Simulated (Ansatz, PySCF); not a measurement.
C₂H₆OSi₂, SMILES C1[SiH2][Si@H](O)C=1.

The structure is a stationary point at B3LYP-D3(BJ)/def2-SVP. The structure was generated by enumeration; whether it is a known compound was not checked. One conformer was computed; it need not be the lowest.

Vertical ionisation energy (IE) and electron affinity (EA) in eV. Rows of orbital energies are one-electron estimates. Where ΔSCF, EOM or ADC give a negative EA the extra electron is unbound and the value depends on the basis.

| level | IE | EA |
|---|---|---|
| −ε(HOMO), −ε(LUMO), HF/def2-TZVP (PySCF) | 10.08 | -2.72 |
| −ε(HOMO), −ε(LUMO), PBE/def2-TZVP (PySCF) | 6.25 | 1.92 |
| ΔSCF, PBE0/def2-SVPD (Ansatz), final states of multiplicity 2 and 2 | 9.42 | -0.67 |
| ΔSCF, PBE/def2-SVPD (Ansatz), final states of multiplicity 2 and 2 | 9.17 | -0.49 |

Task: What vertical singlet–triplet gap does ΔSCF give with PBE0/def2-SVPD (Ansatz, a program for electronic structure) and with PBE/def2-SVPD (Ansatz)? (Estimate from the structure and the level; the computed values follow.)

Result: 4.10 and 4.21 eV (triplet above singlet where positive).
